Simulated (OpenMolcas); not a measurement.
## Xe⁺: effect of the basis set

| Property | Result |
| --- | --- |
| Program | OpenMolcas 26.06 |
| Method | RASSCF |
| Active space | 7 electrons in 9 orbitals (RAS2 5s 5p; RAS3 5d, at most 2 electrons) |
| State averaging | 2S+1 = 2 odd, 3 roots; 2S+1 = 2 even, 1 root |
| Spin-orbit coupling | RASSI with atomic mean-field integrals over the reference wave functions, term energies averaged over their components |

A. ANO-R2 [7s6p4d2f1g], X2C, finite nucleus; cost of the order of 11 core-seconds
B. ANO-RCC-VTZP [7s6p4d2f1g], DKH2, point nucleus; cost roughly 16 core-seconds
C. ANO-RCC-VQZP [8s7p5d3f2g], DKH2, point nucleus; cost roughly 20 core-seconds
D. ANO-RCC [10s9p8d5f3g], DKH2, point nucleus; cost of the order of 40 core-seconds

Energies in cm-1 above 5s2 5p5 2P* 3/2, the measured ground level; measured values from NIST Handbook of Basic Atomic Spectroscopic Data.

```tsv
Level	A	B	C	D	Measured
5s2 5p5 2P* 3/2	0.0	0.0	0.0	0.0	0.0
5s2 5p5 2P* 1/2	9356	9350	9511	9468	10537
5s 5p6 2S 1/2	95572	95180	93715	93189	90874
```

Deviations, from unrounded energies. A percentage is the sum of absolute deviations over the sum of measured energies, with the sign that they share, or ± where signs differ.

```tsv
Against measurement	Levels	A	B	C	D
mean absolute deviation (cm-1)	2	2900	2700	1900	1700
fine structure of the ground term (%)	1	-11.2	-11.3	-9.7	-10.1
other configurations (%)	1	+5.2	+4.7	+3.1	+2.5
```

D lies closest to measurement on these levels and A furthest from it. The largest miss of D in the table is 5s 5p6 2S 1/2, by +2300 cm-1. The ranking rests on the paired levels alone, and a cruder setting can come out closer through cancelling errors.

Among A to D the level of the table that moves most is 5s 5p6 2S 1/2, by 2400 cm-1 (lowest in D, highest in A).

Some terms mix strongly with configurations of 5d, whose occupation reaches 0.31 (5s 5p6 2S) (figures for A; the like holds for B, C, D). Active for correlation alone: 5d; no level in the range computed is led by a configuration that fills it, so any true level of that kind is missing (holds for A; B). Configurations are named by rounded mean occupations; where the s occupation lies near a half they are strongly mixed, a name can repeat and a true partner stay unpaired (holds for C; D). Some terms take much of their weight from 5d, a shell meant for correlation, so their names are nominal (holds for C; D). Computed and measured levels are paired by configuration, term and J; levels that our copy of the source lacks, or whose pairing is in doubt (as where it misses far off the trend of its configuration), stay unpaired and out of the deviations. Levels of configurations outside the active space are missing.

* marks odd parity.
